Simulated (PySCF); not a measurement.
C2H6Cl2Si, singlet, at a GFN2-xTB geometry; DF-R2SCAN/6-31G* (PySCF).

The PySCF input:
```python
from pyscf import gto, scf, dft

mol = gto.Mole()
mol.atom = '''
    C     1.39412504   -1.53470091   -0.23312337
    Si   -0.02280346   -0.29923318    0.05226009
    C    -1.59822436   -1.14354604    0.70087042
    Cl    0.58008648    1.10144890    1.39720879
    Cl   -0.44748036    0.63864468   -1.70111043
    H     1.11693539   -2.29088516   -0.96147875
    H     2.28529446   -1.03451143   -0.60339701
    H     1.66362802   -2.04466112    0.68690871
    H    -2.39633076   -0.42253728    0.85786579
    H    -1.96333966   -1.88823681   -0.00004098
    H    -1.41664703   -1.64201277    1.64834648
'''
mol.basis = '6-31g*'
mol.verbose = 4
mol.build()

mf = dft.RKS(mol)
mf.xc = 'r2scan'
mf = mf.density_fit(auxbasis='def2-universal-jkfit')
mf.kernel()
```

What the program printed (banner, timings and long lists left out):

```
PySCF version 2.14.0

[INPUT] verbose = 4
[INPUT] num. atoms = 11
[INPUT] num. electrons = 66
[INPUT] charge = 0
[INPUT] spin (= nelec alpha-beta = 2S) = 0
[INPUT] symmetry False subgroup None
[INPUT] Mole.unit = angstrom
[INPUT] Symbol           X                Y                Z      unit          X                Y                Z       unit  Magmom
[INPUT]  1 C      1.394125040000  -1.534700910000  -0.233123370000 AA    2.634514508998  -2.900164403021  -0.440539322536 Bohr   0.0
[INPUT]  2 Si    -0.022803460000  -0.299233180000   0.052260090000 AA   -0.043092294092  -0.565468757583   0.098757257345 Bohr   0.0
[INPUT]  3 C     -1.598224360000  -1.143546040000   0.700870420000 AA   -3.020206326008  -2.160988826431   1.324453142609 Bohr   0.0
[INPUT]  4 Cl     0.580086480000   1.101448900000   1.397208790000 AA    1.096204575763   2.081436761203   2.640341951935 Bohr   0.0
[INPUT]  5 Cl    -0.447480360000   0.638644680000  -1.701110430000 AA   -0.845615326522   1.206863536110  -3.214632820341 Bohr   0.0
[INPUT]  6 H      1.116935390000  -2.290885160000  -0.961478750000 AA    2.110701985934  -4.329145535230  -1.816931512089 Bohr   0.0
[INPUT]  7 H      2.285294460000  -1.034511430000  -0.603397010000 AA    4.318580643386  -1.954943275432  -1.140255093281 Bohr   0.0
[INPUT]  8 H      1.663628020000  -2.044661120000   0.686908710000 AA    3.143801330952  -3.863849534346   1.298069334478 Bohr   0.0
[INPUT]  9 H     -2.396330760000  -0.422537280000   0.857865790000 AA   -4.528408840271  -0.798479736619   1.621131394734 Bohr   0.0
[INPUT] 10 H     -1.963339660000  -1.888236810000  -0.000040980000 AA   -3.710174246897  -3.568250429222  -0.000077440977 Bohr   0.0
[INPUT] 11 H     -1.416647030000  -1.642012770000   1.648346480000 AA   -2.677074901879  -3.102954428338   3.114923405591 Bohr   0.0

nuclear repulsion = 363.832849971903
number of shells = 48
number of NR pGTOs = 231
number of NR cGTOs = 94
basis = 6-31g*
ecp = {}

******** <class 'pyscf.df.df_jk.DFRKS'> ********
method = DFRKS
initial guess = minao
damping factor = 0
level_shift factor = 0
DIIS = <class 'pyscf.scf.diis.CDIIS'>
diis_start_cycle = 1
diis_space = 8
diis_damp = 0
SCF conv_tol = 1e-09
SCF conv_tol_grad = None
SCF max_cycles = 50
direct_scf = False
XC library pyscf.dft.libxc version 7.1.2
    S. Lehtola, C. Steigemann, M. J. T. Oliveira, and M. A. L. Marques,  SoftwareX 7, 1–5 (2018)
XC functionals = r2scan
    J. W. Furness, A. D. Kaplan, J. Ning, J. P. Perdew, and J. Sun,  J. Phys. Chem. Lett. 11, 8208–8215 (2020)
    J. W. Furness, A. D. Kaplan, J. Ning, J. P. Perdew, and J. Sun,  J. Phys. Chem. Lett. 11, 9248–9248 (2020)
    J. W. Furness, A. D. Kaplan, J. Ning, J. P. Perdew, and J. Sun,  J. Phys. Chem. Lett. 11, 8208–8215 (2020)
    J. W. Furness, A. D. Kaplan, J. Ning, J. P. Perdew, and J. Sun,  J. Phys. Chem. Lett. 11, 9248–9248 (2020)
radial grids:
    Treutler-Ahlrichs [JCP 102, 346 (1995); DOI:10.1063/1.469408] (M4) radial grids

becke partition: Becke, JCP 88, 2547 (1988); DOI:10.1063/1.454033
pruning grids: <function nwchem_prune>
grids dens level: 3
symmetrized grids: False
atomic radii adjust function: <function treutler_atomic_radii_adjust>
small_rho_cutoff = 0
Set gradient conv threshold to 3.16228e-05
Initial guess from minao.
tot grids = 144024
init E= -1289.81702552614
  HOMO = -0.343297278118154  LUMO = -0.016280843713357  gap/eV = 8.89857
cycle= 1 E= -1289.56937188464  delta_E= 0.248  |g|= 0.549  |ddm|= 2.95
  HOMO = -0.228805114020692  LUMO = 0.0276286467414568  gap/eV = 6.97792
cycle= 2 E= -1289.53194758875  delta_E= 0.0374  |g|= 0.654  |ddm|= 1.22
  HOMO = -0.272627317109603  LUMO = 0.0257464374661791  gap/eV = 8.11916
cycle= 3 E= -1289.65058369845  delta_E= -0.119  |g|= 0.0449  |ddm|= 0.683
  HOMO = -0.277019133229242  LUMO = 0.0182866920249656  gap/eV = 8.03568
cycle= 4 E= -1289.65118025833  delta_E= -0.000597  |g|= 0.00834  |ddm|= 0.0712
  HOMO = -0.276395615488851  LUMO = 0.0193235462152481  gap/eV = 8.04693
cycle= 5 E= -1289.65120074848  delta_E= -2.05e-05  |g|= 0.00179  |ddm|= 0.0136
  HOMO = -0.276316901357651  LUMO = 0.0193984059672694  gap/eV = 8.04682
cycle= 6 E= -1289.65120164876  delta_E= -9e-07  |g|= 0.000553  |ddm|= 0.00308
  HOMO = -0.276386152223077  LUMO = 0.0193387148589261  gap/eV = 8.04708
cycle= 7 E= -1289.65120173538  delta_E= -8.66e-08  |g|= 7.65e-05  |ddm|= 0.000683
  HOMO = -0.276382730153158  LUMO = 0.0193449989080672  gap/eV = 8.04716
cycle= 8 E= -1289.6512017371  delta_E= -1.71e-09  |g|= 1.01e-05  |ddm|= 0.000111
  HOMO = -0.276383368168935  LUMO = 0.0193443032147216  gap/eV = 8.04716
cycle= 9 E= -1289.65120173713  delta_E= -3.48e-11  |g|= 1.35e-06  |ddm|= 1.35e-05
  HOMO = -0.276383679283585  LUMO = 0.0193439931827566  gap/eV = 8.04716
Extra cycle  E= -1289.65120173712  delta_E= 1.32e-11  |g|= 1.07e-06  |ddm|= 3.2e-06
converged SCF energy = -1289.65120173712
```
